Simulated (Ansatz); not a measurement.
The same molecule with X = B, Al, Ga, In. Ansatz, PBE0-D4/def2-TZVP geometries, multiplicity 1. Each molecule was computed in one conformer, which needn't be the lowest.

Elements past krypton have def2 core potentials. Scalar relativity is left out up to krypton.

```json
{"X": "B", "molecule": "`OB(Cl)Cl`", "mean X–Cl bond length / Å": "1.753", "mean X–O bond length / Å": "1.341", "HOMO–LUMO gap (B3LYP/def2-TZVPP) / eV": "8.22", "LUMO energy (ωB97M-V/def2-TZVPP) / eV": "1.80", "size of the dipole moment (ωB97M-V/def2-TZVPP) / D": "1.79"}
{"X": "Al", "molecule": "`[OH][Al]([Cl])[Cl]`", "mean X–Cl bond length / Å": "2.075", "mean X–O bond length / Å": "1.677", "HOMO–LUMO gap (B3LYP/def2-TZVPP) / eV": "7.74", "LUMO energy (ωB97M-V/def2-TZVPP) / eV": "0.71", "size of the dipole moment (ωB97M-V/def2-TZVPP) / D": "1.64"}
{"X": "In", "molecule": "`[OH][In]([Cl])[Cl]`", "mean X–Cl bond length / Å": "2.299", "mean X–O bond length / Å": "1.961", "HOMO–LUMO gap (B3LYP/def2-TZVPP) / eV": "6.08", "LUMO energy (ωB97M-V/def2-TZVPP) / eV": "-0.60", "size of the dipole moment (ωB97M-V/def2-TZVPP) / D": "1.36"}
```

**Question.** Give the row for X = Ga, `[OH][Ga]([Cl])[Cl]`. (Estimate.)

**Answer.** Computed: 
```
 X              molecule  mean X–Cl bond length / Å  mean X–O bond length / Å  HOMO–LUMO gap (B3LYP/def2-TZVPP) / eV  LUMO energy (ωB97M-V/def2-TZVPP) / eV  size of the dipole moment (ωB97M-V/def2-TZVPP) / D
Ga  `[OH][Ga]([Cl])[Cl]`                      2.116                     1.765                                   7.20                                   0.37                                                1.42
```

From B to In the mean X–Cl bond length rises at each step, by 0.546 Å in all; the mean X–O bond length rises at each step, by 0.620 Å in all; the HOMO–LUMO gap (B3LYP/def2-TZVPP) falls at each step, by 2.14 eV in all; the LUMO energy (ωB97M-V/def2-TZVPP) falls at each step, by 2.40 eV in all. Bonds lengthen as the atom grows down the group. Dipoles are sizes alone, and their direction can turn along the series.

B3LYP here is the variant with VWN-RPA as its local correlation; programs differ in this.
